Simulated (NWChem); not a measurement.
C₂H₂F₃ cation

```xyz
7

F      0.1583    -1.8132     0.0000
C     -0.7034    -0.8071     0.0000
C     -0.0022     0.4889     0.0000
F      1.2313     0.5722     0.0000
F     -0.6281     1.5620     0.0000
H     -1.3772    -0.8043    -0.8889
H     -1.3772    -0.8043     0.8889
```
Atoms are numbered in this order, from 1.

STO-3G and 3-21G are far too small for this property and stand as cheap habits. Coordinates come from a PBE0/def2-SVP optimisation.

Problem. Give the principal values of the shielding tensors (ppm) of F1, C2, C3, F4, F5 from Hartree-Fock/STO-3G, GIAO (NWChem), with their diamagnetic and paramagnetic parts as GIAO splits them.

Solution. 
```json
[
 {"atom": "F1", "σ11": "421.4", "σ22": "506.8", "σ33": "531.6", "isotropic": "486.6", "diamagnetic": "452.3", "paramagnetic": "34.3"},
 {"atom": "C2", "σ11": "165.7", "σ22": "176.0", "σ33": "206.4", "isotropic": "182.7", "diamagnetic": "248.9", "paramagnetic": "-66.2"},
 {"atom": "C3", "σ11": "-33.9", "σ22": "52.9", "σ33": "156.2", "isotropic": "58.4", "diamagnetic": "255.1", "paramagnetic": "-196.7"},
 {"atom": "F4", "σ11": "-106.1", "σ22": "109.5", "σ33": "535.2", "isotropic": "179.6", "diamagnetic": "449.9", "paramagnetic": "-270.3"},
 {"atom": "F5", "σ11": "-75.1", "σ22": "119.0", "σ33": "530.7", "isotropic": "191.5", "diamagnetic": "450.2", "paramagnetic": "-258.7"}
]
```
